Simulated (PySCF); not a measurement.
A GIAO shielding run with PySCF (density fitting, scalar relativity only through the core potential, gas phase) on `[S]=[Ta]([Cl])([Cl])[Cl]`, Cl3STa:

```
{"job": {"kind": "nmr", "xc": "PBE0", "basis": {"default": "pcSseg-1", "Ta": "def2-TZVP"}}, "charge": 0, "multiplicity": 1}
Ta    -0.003911     0.004889    -0.009948
S      0.054654    -0.157860     2.122882
Cl     2.149402     0.062784    -0.757451
Cl    -1.133325     1.923989    -0.509657
Cl    -1.066819    -1.833802    -0.845826
```

Hardware: 1 thread of an Arm Neoverse V2, shared host. The job also computes population analyses, field gradients.

(1) How large is the calculation?

(2) How long does it take?

(3) And these other runs on the same molecule and hardware: GIAO shielding at B3LYP/pcSseg-1 (def2-TZVP on Ta)?

## Answers

(1) 80 electrons, 136 basis functions and 823 auxiliary functions.

(2) 12 s of wall time, with 13 SCF cycles and 5 response iterations. Times on a shared host scatter by some tens of per cent.

(3) B3LYP/pcSseg-1 (def2-TZVP on Ta): 136 functions, 11 s.
